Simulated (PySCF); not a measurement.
B3LYP has the VWN-RPA correlation part, as in Gaussian. 

Z-matrix (Å, degrees):
```
B
O 1 1.3478
H 2 0.9584 1 113.08
O 1 1.3478 2 120.44 3 -180.00
H 4 0.9584 1 113.08 2 180.00
```
Charge 0, spin multiplicity 2.

Problem. What highest occupied spin orbital, total energy and dipole moment does B3LYP-D3(BJ)/def2-TZVP // PBE0-D4/def2-TZVP (PySCF) give?

Solution. 
```json
{
 "highest_occupied_spin_orbital": "-5.52 eV",
 "total_energy": "-176.6156 Ha",
 "dipole_moment": "1.68 D"
}
```
